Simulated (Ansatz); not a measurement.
Computed with Ansatz on PBE0-D4/def2-TZVP structures; ΔE is electronic, products minus reactants. CCSD(T)/CBS adds triple-zeta CCSD(T) − MP2 to the extrapolated MP2 energy (def2 sets, frozen cores). This one scheme is used for every species. Double bonds are as drawn, so ΔE can hold a change between cis and trans. Functionals use def2-TZVPP. B3LYP here is the variant with VWN-RPA as its local correlation; programs differ in this. One conformer a species, not always the lowest.

Consider the formal exchange of groups at a C–F bond: `F/C=C/[S][AlH2]` + CH₄ → `C/C=C\[S][AlH2]` + H–F.

```csv
level,ΔE (kJ/mol),difference from CCSD(T)/CBS
r2SCAN-D4,-33.2,19.7
PBE0-D4,-42.1,10.8
B3LYP-D4,-35.0,17.9
ωB97M-V,-37.4,15.5
PBE,-28.6,24.3
r2SCAN,-31.4,21.5
HF/def2-QZVPP,-27.0,25.9
HF/CBS(def2),-27.0,25.9
MP2/CBS(def2),-64.0,-11.1
CCSD/CBS(def2),-51.5,1.4
CCSD(T)/CBS,-52.9,0
```

Largest T1 diagnostic among the species: 0.013.

In def2-TZVPP, CCSD(T) changes the Hartree–Fock value by −20.3 kJ/mol (the triples alone add −1.4 kJ/mol) and MP2 by −31.4 kJ/mol. From PBE to PBE0 (25 % exact exchange), in def2-TZVPP and without D4, ΔE moves by −7.7 kJ/mol. The D4 term adds −10.6 kJ/mol with B3LYP and −5.8 kJ/mol with PBE0; it sums over pairs of atoms, weighted by their polarisabilities, and B3LYP, whose exchange is more repulsive, gets the larger term.
